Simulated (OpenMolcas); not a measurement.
**Ti2+: moving or changing the point charges**

Ti2+ among 6 point charges of -2 e arranged as an octahedron (Oh), 2.11 Å from the ion.
```
   2.1100    0.0000    0.0000  -2.00
   0.0000    2.1100    0.0000  -2.00
  -2.1100    0.0000    0.0000  -2.00
   0.0000   -2.1100    0.0000  -2.00
   0.0000    0.0000    2.1100  -2.00
   0.0000    0.0000   -2.1100  -2.00
```

```yaml
Program: OpenMolcas
Method: CASSCF
Basis: ANO-RCC-VDZP [5s4p2d1f]
Scalar_Hamiltonian: DKH2, point nucleus
Active_space: 2 electrons in 5 orbitals (3d)
State_averaging: 2S+1 = 3 even, 10 roots; 2S+1 = 1 even, 15 roots
Spin-orbit_coupling: RASSI with atomic mean-field integrals over the reference wave functions
```

Runs around this geometry, states (labels of O, the rotations of Oh). Energies in cm-1 above the lowest state or level, χT in cm3 K/mol; under a threefold ground state the first gap can be a small split of the lowest multiplet, not the spin-orbit step; 10Dq and B are least-squares fits to the states below 45000 cm-1, weighted by degeneracy, with a free offset, and given where the rms deviation is under 5 % of |10Dq| (or 100 cm-1) and under 700 cm-1.

```tsv
R (Å)	q (e)	Ground state	First state of that spin	10Dq	B (rms of fit)	First gap with spin-orbit (degeneracies)	χT at 300 K	First state of another spin
2.11	-1.3	3T1	3T2 5464	6936	850 (232)	5.4 (2, 3)	1.150	1T2 11472
2.02	-2	3T1	3T2 10767	13680	762 (651)	2.2 (2, 3)	1.158	1T2 10548
2.11	-2	3T1	3T2 8731	11166	792 (476)	3.0 (2, 3)	1.153	1T2 10945
2.28	-2	3T1	3T2 6021	7734	842 (299)	4.8 (2, 3)	1.149	1T2 11391
```

Taking |10Dq| as R^-n, n = -ln(7734 / 13680) / ln(2.28 / 2.02) = 4.7 between the shortest and longest distance. The point-charge formula for a cubic d site gives n = 5.

Scaling the charges by -1.3 / -2 = 0.65 scales |10Dq| by 6936 / 11166 = 0.62; with fixed orbitals a first-order splitting would follow the charge.

An orbital triplet at a regular site is open to Jahn-Teller coupling, which can distort the site and quench the lowest spin-orbit gaps and is left out. Without dynamic correlation the repulsion within the d shell is too large (B by tens of per cent), so at a given field states of lower spin stand too high. Point charges carry no covalency, so the field is a model and not that of real ligands. No measured value stands beside these numbers.
